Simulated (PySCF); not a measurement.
Input for PySCF: U-HF/LANL2DZ on FGeH (SMILES [F][GeH]), a point of a bond scan (R = 1.938 Å).

```python
from pyscf import gto, scf, dft, mp
from pyscf.data.elements import chemcore

mol = gto.M(
    atom='''
    Ge   -0.11370409   -0.22690637    0.28076938
    H    -1.15867809   -1.21877151   -1.01516416
    F     0.51367187    0.92382939   -0.90949390
    ''',
    basis='lanl2dz',
    ecp={'Ge': 'lanl2dz'},
    charge=0, spin=0, verbose=3, max_memory=1800)
mf = scf.UHF(mol)
mf.conv_tol = 1e-8
mf.max_cycle = 100
mf.init_guess_breaksym = True
mf.kernel()
if not mf.converged:
    mf = mf.newton().run(mf.mo_coeff, mf.mo_occ)
for _ in range(4):
    mo, _, stable, _ = mf.stability(return_status=True)
    if stable:
        break
    mf.kernel(mf.make_rdm1(mo, mf.mo_occ))
```

It printed:

```
converged SCF energy = -103.643928265488  <S^2> = 4.1312669e-09  2S+1 = 1
<class 'pyscf.scf.uhf.UHF'> wavefunction is stable in the internal stability analysis
```

The run converged.

Cost: roughly 0.7 core-seconds.
